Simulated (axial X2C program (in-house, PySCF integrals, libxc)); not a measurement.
**Outer orbitals of LiCs at 3.735 Å, HF**

Computed with an in-house relativistic program for diatomic molecules. Spin-free means the one-electron spin-free X2C Hamiltonian; two-component (2c) means X2C with spin–orbit coupling and atomic mean-field two-electron Coulomb and Gaunt terms, so the difference of the two also holds small scalar two-electron terms. Basis: Cs dyall-cv3z [15s15p9d4f1g], Li dyall-cv3z [7s8p2d] (cores contracted in-house); Gaussian nuclei, density fitting, unrestricted open shells. Masses: Cs 132.905 u, Li 7.016 u.

The distance is close to the 2c PBE0 minimum; the highest filled and lowest empty levels are listed.

Spin-free orbitals, state M_S = 0, Λ = 0 (closed shell) (Löwdin shares):

| symmetry | occupied | ε (eV) | atomic character |
| --- | --- | --- | --- |
| π-α | yes | -18.57 | 100% Cs p |
| π+α | yes | -18.57 | 100% Cs p |
| σα | yes | -18.51 | 99% Cs p |
| σα | yes | -3.81 | 51% Li s, 35% Cs s, 9% Cs p |
| σα | no | -0.12 | 57% Cs p, 34% Cs s, 5% Li p |
| π+α | no | 0.26 | 97% Cs p, 3% Li p |
| π-α | no | 0.26 | 97% Cs p, 3% Li p |
| σα | no | 0.58 | 59% Cs p, 23% Li p, 10% Cs s |

One partner of each degenerate Kramers or spin pair is listed.

Spinors with spin–orbit coupling (state Ω = 0):

```
  ω  occupied  ε (eV)              atomic character     λ mixture
1/2       yes  -19.77                     100% Cs p  68% π, 32% σ
3/2       yes  -17.98                     100% Cs p        100% π
1/2       yes  -17.94                      99% Cs p  68% σ, 32% π
1/2       yes   -3.82   51% Li s, 35% Cs s, 9% Cs p        100% σ
1/2        no   -0.12   57% Cs p, 34% Cs s, 5% Li p        100% σ
1/2        no    0.26             97% Cs p, 3% Li p        100% π
3/2        no    0.26             97% Cs p, 3% Li p        100% π
1/2        no    0.58  59% Cs p, 23% Li p, 10% Cs s        100% σ
```

One partner of each degenerate Kramers or spin pair is listed.

Mulliken charges and populations of the two-component result (they depend on the basis, above all on diffuse functions):

Cs 0.33 e (s 10.58 p 24.05 d 20.04), Li -0.33 e (s 3.28 p 0.05).

Occupations by symmetry block were frozen at the best pattern of an incomplete PBE0 search.
